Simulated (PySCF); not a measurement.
NMR data simulated for an unnamed compound:

¹H NMR (400 MHz, computed): δ 6.68 (m, 1H), 3.99 (s, 3H).

¹³C{¹H} NMR (computed): δ 146.9 (C), 136.3 (C), 130.3 (C), 112.4 (CH), 38.6 (CH3).

One computed conformer, fast rotation and ring inversion assumed for equivalent nuclei, isolated molecule, non-relativistic. Shieldings: GIAO PBE0/pcSseg-1; geometry from GFN2-xTB; PySCF.

δ = σ(ref) − σ, references computed at the same level: ¹H (31.72 ppm), ¹³C (186.93 ppm) vs TMS.

Question: Which of these does the molecule contain: a Si–H bond, a C≡C triple bond, a CF3 group, a heteroaromatic ring, an aldehyde, an N-methyl group?

Answer: 
- A Si–H bond: no.
- A C≡C triple bond: no.
- A CF3 group: yes (δC 130.3).
- A heteroaromatic ring: yes.
- An aldehyde: no.
- An N-methyl group: yes (δC 38.6; δH 3.99 (s)).

The data belong to SMILES Cn1nc(C(F)(F)F)cc1Cl, C₅H₄ClF₃N₂; they needn't prove each group on their own.

Carbon signals by region: 4 in the sp2 and nitrile region (100–160 ppm), 1 below 50 ppm.

Carbons that carry Cl, above all several Cl atoms, come out too deshielded, partly because spin–orbit coupling is missing. Splittings by ¹⁹F in the carbon and heteronuclear signals aren't shown, as no couplings were computed. Shifts are as computed. Against solution values, carbons near 30 ppm lie about +3 ppm off and those near 130 ppm about +5 ppm; carbons on Cl a further +6 ppm. Of 1211 compounds with measured shifts, 218 miss one by over three times the rms of a fit or turn the order of signals round; such compounds aren't used in these exercises. Multiplicities follow the n + 1 count of equivalent neighbours, as no J values were calculated; m marks all less simple cases, F and P coupling included.
